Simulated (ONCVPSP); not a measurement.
**carbon, ONCV: configuration errors across variants**

```json
{"Element": "carbon (C)", "Generator": "ONCVPSP 4.0.1", "Type": "optimised norm-conserving Vanderbilt (ONCV)", "Functional": "PBEsol", "Relativity": "scalar-relativistic", "Frozen core": "[He]", "Valence charge": "4", "Reference configuration": "2s1.75 2p2.25", "Partial waves": "2s: rc 1.15 bohr, ncon 5, nbas 8, qcut 5.7 1/bohr, 2 projectors, debl 0.5 Ha; 2p: rc 2.55 bohr, ncon 4, nbas 8, qcut 5.5 1/bohr, 2 projectors, debl 2.1 Ha; d scattering state at 0.33 Ha: rc 2.70 bohr, ncon 4, nbas 8, qcut 4 1/bohr, 1 projector", "Local potential": "polynomial inside 1.00 bohr (lpopt 5, dvloc0 3 Ha)", "Core correction": "polynomial model core, fcfact 0.65"}
```

In the s channel the program set the typed energies aside and used -0.506, 0.250 Ha.

All-electron excitation energies from the reference (eV): (1) 2s2 2p2 -2.104; (2) 2s2 2p1 8.684; (3) 2s2 2p0 32.703; (4) 2s1 2p2 17.397.

Errors AE − PS in meV (a dash: test not solved or not reliable):

| change | (1) | (2) | (3) | (4) | bound ghosts | GHOST(+) flags above zero |
| --- | --- | --- | --- | --- | --- | --- |
| base | -1.0 | +106 | +718 | -27 | none | s |
| local potential polynomial inside 1.00 bohr (lpopt 5, dvloc0 9 Ha) | -1.0 | +106 | +718 | -27 | none | s |
| core correction polynomial model core, fcfact 0.14 | -1.0 | +106 | +721 | -27 | none | s |
| p: nproj 3 | -1.0 | +106 | +718 | -26 | none | s |

(1) Give the same row for: all radii but the core radius scaled by about 1.15 (s 1.32, p 2.94, d 3.10 bohr); local potential polynomial inside 1.16 bohr (lpopt 5, dvloc0 3 Ha).

## Answers

(1) -1.8, +156, +1018, -38; bound ghosts: none; GHOST(+) flags above zero: s.
